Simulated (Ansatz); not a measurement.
Input for Ansatz (an electronic-structure program): R-B3LYP/def2-TZVPPD on HF (SMILES F) with ghost functions, monomers drawn apart or pushed together. Files ending in .json are basis or fitting sets from the Basis Set Exchange.

Ansatz 0.2 input:
```yaml
crystal:
  periodic: [false, false, false]
  atoms:
    - {symbol: F, position_ang: [-0.36194887, 0.09118167, 0.36872664]}
    - {symbol: H, position_ang: [-0.49782354, 0.35622851, 1.24795816]}
basis:
  gaussian:
    orbitals: def2-TZVPPD.json
    ghost_atoms:
      - {symbol: C, position_ang: [0.76881779, -1.07981763, 3.31208696]}
      - {symbol: C, position_ang: [0.02892447, -0.03315719, 4.14095943]}
      - {symbol: C, position_ang: [-0.78369737, 0.93439862, 3.28442422]}
      - {symbol: H, position_ang: [1.34154698, -1.75779411, 3.94676921]}
      - {symbol: H, position_ang: [0.07289614, -1.68415800, 2.72502583]}
      - {symbol: H, position_ang: [1.46653081, -0.61098836, 2.61382475]}
      - {symbol: H, position_ang: [0.74612126, 0.53384639, 4.74076730]}
      - {symbol: H, position_ang: [-0.63757218, -0.53119795, 4.85044803]}
      - {symbol: H, position_ang: [-1.30848953, 1.67725856, 3.88695699]}
      - {symbol: H, position_ang: [-0.13383527, 1.48900262, 2.59815536]}
      - {symbol: H, position_ang: [-1.54804821, 0.39969047, 2.70934845]}
hamiltonian:
  xc: {name: B3LYP}
scf: {lower_state_search: off}
```

Program output:

```
WARN ansatz: RAYON_NUM_THREADS=1 ignored (pool sized by the plan → 1); use --threads N
Functional definition: B3LYP
these checks for a lower state are left out or cut short: stability, starts, cluster_reference, orbital_swaps, neighbouring_geometries, increment
integrals: 0.20 GiB planned
1140 factors; their error is unknown
mean field: 1.94 GiB planned
mean field evaluation 1: about -2733.0353 eV, gradient 3.4e1 eV
mean field evaluation 2: about -2730.1596 eV, gradient 5.8e1 eV
mean field evaluation 4: about -2734.6077 eV, gradient 1.9e-1 eV
mean field evaluation 8: about -2734.6150 eV, gradient 8.4e-3 eV
mean field -2734.61502292 eV, -100.4952485035 hartree, gradient 4.2e-6 eV, S^2 0.000000; 0 other end points of the search recorded, 0 dependent functions left out
reference -2734.61519525 eV, -100.4952548369 hartree; 5, 5 occupied and 299, 299 virtual orbitals, 1140 factors
Total energy: -2734.61519525 eV, -100.4952548369 hartree
Checks for a lower state left out: stability, starts, cluster_reference, orbital_swaps, neighbouring_geometries, increment
```

The calculation finished and met its thresholds.

Cost: very roughly 4 core-seconds.
